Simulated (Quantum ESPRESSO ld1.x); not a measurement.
Input (ld1.x (Quantum ESPRESSO 7.5)):

```
 &input
    atom='Sn',
    iswitch=1,
    rel=2,
    dft='EV93',
    config='[He] 2s2 2p3',
    rel_dist='average',
    verbosity='high',
    lsmall=.true.,
    prefix='ld1',
    max_out_wfc=37,
    file_charge='ld1.rho',
 /
```

Command: `OMP_NUM_THREADS=1 ld1.x < ld1.in > ld1.out`

Output:

```
     Program LD1 v.7.5 starts

     --------------------------- All-electron run ----------------------------

     dirac relativistic calculation

     atomic number is 50.00
     dft =EV93   lsd =0 sic =0 latt =0  beta=0.20 tr2=1.0E-14
     Exchange-correlation= EV93
                           (   1   4  25   0   0   0   0)
     mesh =2065 r(mesh) =  99.48203 a.u. xmin = -8.00 dx = 0.00800
     1 Ry =  13.60569312 eV, c = 137.03599908

     n l j   nl                  e(Ry)          e(Ha)          e(eV)
     Spin orbit split results
     1 0 0.5 1S 1( 2.00)   -2389.042668425   -1194.521334213 -32504.5814043
     2 0 0.5 2S 1( 2.00)    -545.333959661    -272.666979831  -7419.6465047
     2 1 0.5 2P 1( 1.00)    -531.027727256    -265.513863628  -7225.0002968
     2 1 1.5 2P 1( 2.00)    -512.233957974    -256.116978987  -6969.2980394
     Averaged results
     1 0     1S 1( 2.00)   -2389.042668425   -1194.521334213 -32504.5814043
     2 0     2S 1( 2.00)    -545.333959661    -272.666979831  -7419.6465047
     2 1     2P 1( 3.00)    -518.498547735    -259.249273867  -7054.5321252

     final scf error:  5.3E-15 reached in  43 iterations

     Etot =   -7954.308978 Ry,   -3977.154489 Ha, -108223.886959 eV

     Ekin =    8499.300196 Ry,    4249.650098 Ha,  115638.870232 eV
     Encl =  -16885.952357 Ry,   -8442.976179 Ha, -229745.085864 eV
     Eh   =     562.647319 Ry,     281.323659 Ha,    7655.206752 eV
     Exc  =    -130.304135 Ry,     -65.152068 Ha,   -1772.878079 eV

     normalization and overlap integrals

     s(1S/1S) =  1.000000  <r> =   0.0290  <r2> =    0.0011  r(max) =   0.0188
     LC norm =  0.96611020 + SC norm =  0.03388980 =  1.00000000
     s(1S/2S) =  0.000000
     s(2S/2S) =  1.000000  <r> =   0.1201  <r2> =    0.0170  r(max) =   0.1039
     LC norm =  0.99222008 + SC norm =  0.00777992 =  1.00000000
     s(2P/2P) =  1.000000  <r> =   0.1008  <r2> =    0.0124  r(max) =   0.0798
     LC norm =  0.99228840 + SC norm =  0.00771160 =  1.00000000
     s(2P/2P) =  1.000000  <r> =   0.1057  <r2> =    0.0135  r(max) =   0.0837
     LC norm =  0.99258781 + SC norm =  0.00741219 =  1.00000000

     LC charge =  6.89412456 + SC charge =  0.10587544 =  7.00000000

     ------------------------ End of All-electron run ------------------------
```

Run on one thread of a shared host, so times are rough (Intel(R) Xeon(R) Processor @ 2.60GHz): 0.48 s of CPU time, 0.84 s wall, 43 iterations on 2065 mesh points.
